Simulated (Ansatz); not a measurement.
A structure relaxed at PBE0-D4/def2-TZVP, charge 0, multiplicity 1:

Cartesian coordinates in Å:
```
C -0.830 1.758 1.290
O -0.285 1.411 0.048
Sn 0.719 -0.285 -0.146
C -0.686 -1.882 -0.134
N 1.641 -0.226 -1.935
H -1.261 2.762 1.218
H -0.078 1.781 2.095
H -1.635 1.078 1.607
H 1.898 -0.297 1.094
H -0.173 -2.832 -0.283
H -1.217 -1.908 0.818
H -1.407 -1.733 -0.938
H 1.002 -0.153 -2.715
H 2.312 0.526 -2.020
```

Question: Give its formula and SMILES.

Answer: C2H9NOSn, `C[O][SnH]([CH3])[NH2]`.

Question: Point group (tolerance 0.08 Å, 0.16 Å for H)?

Answer: C1.

Question: Summarise the bond lengths by kind.

Answer: 1 × C–O 1.400 Å; 6 × C–H 1.090 to 1.101 Å; 1 × O–Sn 1.980 Å; 1 × C–Sn 2.127 Å; 1 × N–Sn 2.014 Å; 1 × H–Sn 1.711 Å; 2 × H–N 1.012 Å.

Program: Ansatz 0.2.0.
